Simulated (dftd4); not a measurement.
C5H8NO, doublet, at a GFN2-xTB geometry; D4 for r2scan in dftd4.

dftd4 was given this input:
```
$ dftd4 mol.xyz --func r2scan --charge 0 --json dftd4.json --noedisp --property

# file mol.xyz
15

C      2.06888233     0.27271601    -0.16396691
N      0.72581799     0.26398930    -0.04869718
C     -0.07319759     1.47093508    -0.08537597
C     -1.49412677     0.96500721    -0.34589374
C     -1.48225820    -0.43381841     0.26481694
C     -0.03091949    -0.86591666     0.15995499
O      0.42114034    -1.99147519     0.25235738
H      2.58101234    -0.66448092    -0.09888963
H      2.57735037     1.19974183    -0.32614208
H      0.28939264     2.14734358    -0.86230780
H     -0.00600170     1.98531643     0.88125484
H     -2.24705897     1.61571689     0.09408095
H     -1.67571076     0.90227057    -1.41947156
H     -1.76399898    -0.41536987     1.32065721
H     -2.13511543    -1.14020171    -0.24437276
```

It wrote (shortened):

```
                    ____  _____ _____     ____  _  _
      -------------|  _ \|  ___|_   _|---|  _ \| || |------------
     |             | | | | |_    | | ___ | | | | || |_           |
     |             | |_| |  _|   | ||___|| |_| |__   _|          |
     |             |____/|_|     |_|     |____/   |_|            |
     |             ===================================           |
     |            E. Caldeweyher, S. Ehlert & S. Grimme          |
     |          Mulliken Center for Theoretical Chemistry        |
     |                    University of Bonn                     |
      -----------------------------------------------------------

Rational (Becke-Johnson) damping: r2scan-D4-ATM
---------------------
  s6         1.0000
  s8         0.6019
  s9         1.0000
  a1         0.5156
  a2         5.7734
 alp        16.0000
--------------------

Atomic data, radii in Ångström:
------------------------------------------------------
   Z          R(cov)      r4/r2   hardness         EN
------------------------------------------------------
   6 C        1.0000     1.6431     0.4220     2.5500
   7 N        0.9467     1.4350     0.5044     3.0400
   8 O        0.8400     1.3725     0.5869     3.4400
   1 H        0.4267     1.0622     0.4726     2.2000
------------------------------------------------------

Atomic reference systems (in atomic units):
----------------------------------------------------------------------------
   Z        #      CN     q+Z       C6(AA)   #      CN     q+Z       C6(AA)
----------------------------------------------------------------------------
   6 C      1  0.0000  6.0000      49.3833   2  0.9189  5.8288      52.1688
            3  1.9079  5.8579      35.6972   4  2.8312  5.7775      35.8445
            5  3.7487  5.7435      28.6317   6  2.9183  5.8956      32.2504
            7  0.8556  6.2103      25.6194
   7 N      1  0.0000  7.0000      25.3714   2  0.8583  6.6470      32.5496
            3  1.8399  6.6987      28.5877   4  2.5804  6.1757      42.3910
            5  0.9809  7.0000      18.1534
   8 O      1  0.0000  8.0000      15.5711   2  0.8042  7.6453      20.8489
            3  1.6112  7.4012      24.8631   4  0.9798  8.0000      14.9880
   1 H      1  0.0000  1.0000       7.6362   2  0.8942  1.0000       3.0374
----------------------------------------------------------------------------

Atomic properties (in atomic units):
----------------------------------------------------------------------------
     #    Z              CN          q      C6(AA)        C8(AA)   alpha(0)
----------------------------------------------------------------------------
     1    6 C        2.7852    -0.0829     31.7188      917.3623     9.1956
     2    7 N        2.7569    -0.3206     26.4035      582.4829     7.6936
     3    6 C        3.7865    -0.0553     24.1563      698.6409     7.0855
     4    6 C        3.8292    -0.1559     26.2900      760.3522     7.3853
     5    6 C        3.8327    -0.1168     25.4174      735.1141     7.2613
     6    6 C        2.8035     0.2502     24.0840      696.5519     8.0142
     7    8 O        0.8568    -0.4047     21.7030      437.9784     6.2511
     8    1 H        0.9265     0.1455      1.4224       17.1946     1.8650
     9    1 H        0.9266     0.1127      1.6729       20.2230     2.0226
    10    1 H        0.9243     0.1026      1.7618       21.2976     2.0757
    11    1 H        0.9236     0.1060      1.7311       20.9262     2.0576
    12    1 H        0.9248     0.0948      1.8334       22.1630     2.1175
    13    1 H        0.9244     0.1077      1.7161       20.7454     2.0486
    14    1 H        0.9242     0.1071      1.7215       20.8097     2.0518
    15    1 H        0.9247     0.1096      1.6999       20.5491     2.0389
----------------------------------------------------------------------------

Molecular properties (in atomic units):
----------------------------------------
 molecular C6                2092.1015
 molecular C8               47808.5705
----------------------------------------

Dispersion energy:      -3.3415202429240E-03 Eh

[Info] JSON dump of results written to 'dftd4.json'
```
